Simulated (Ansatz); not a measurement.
Ansatz (a program for electronic structure) input (PBE0/def2-SVP):

Ansatz 0.2 input:
```yaml
crystal:
  periodic: [false, false, false]
  atoms:
    - {symbol: C, position_ang: [1.47801974, -0.23317056, 1.29644757]}
    - {symbol: Ge, position_ang: [-0.04109615, -0.13011614, 0.08963987]}
    - {symbol: C, position_ang: [-1.72140958, 0.47365029, 0.85562352]}
    - {symbol: C, position_ang: [-0.15352738, -1.49717514, -1.28630599]}
    - {symbol: N, position_ang: [0.48075093, 1.52212463, -1.04862513]}
    - {symbol: H, position_ang: [1.56178904, 0.66802390, 1.90313353]}
    - {symbol: H, position_ang: [2.40633456, -0.39462944, 0.74926909]}
    - {symbol: H, position_ang: [1.32939643, -1.08019610, 1.96772601]}
    - {symbol: H, position_ang: [-2.45716789, 0.68075605, 0.07909051]}
    - {symbol: H, position_ang: [-1.57804848, 1.36118296, 1.47123299]}
    - {symbol: H, position_ang: [-2.11583787, -0.31952224, 1.49238058]}
    - {symbol: H, position_ang: [-0.91904174, -1.25389865, -2.02254370]}
    - {symbol: H, position_ang: [-0.42683330, -2.44167908, -0.81368345]}
    - {symbol: H, position_ang: [0.80521769, -1.63424281, -1.78556240]}
    - {symbol: H, position_ang: [-0.22187845, 1.72554988, -1.75864952]}
    - {symbol: H, position_ang: [1.36703022, 1.37995622, -1.53184523]}
    - {symbol: H, position_ang: [0.58036330, 2.35771583, -0.47323896]}
basis:
  gaussian:
    orbitals: def2-SVP
hamiltonian:
  xc: {name: PBE0}
total_charge: 1
```

End of the output:

```
integrals: 0.11 GiB planned
1732 factors; their error is unknown
0.21 GiB of the device are held for the grids
0.98 GiB of device memory are held for the factors and their scratch space
mean field: 0.62 GiB planned
mean field evaluation 1: about -61268.0228 eV, gradient 9.2e1 eV
mean field evaluation 2: about -61264.5689 eV, gradient 9.7e1 eV
mean field evaluation 4: about -61286.6822 eV, gradient 3.1e0 eV
mean field evaluation 8: about -61286.7024 eV, gradient 2.1e-2 eV
mean field evaluation 16: about -61286.8295 eV, gradient 8.2e-5 eV
mean field -61286.82947560 eV, -2252.2494415231 hartree, gradient 8.2e-5 eV, S^2 0.000000; 0 other end points of the search recorded, 0 dependent functions left out
reference -61286.82950799 eV, -2252.2494427135 hartree; 34, 34 occupied and 114, 114 virtual orbitals, 1732 factors
Total energy: -61286.82950799 eV, -2252.2494427135 hartree
```

It need not be the lowest isomer of its formula.
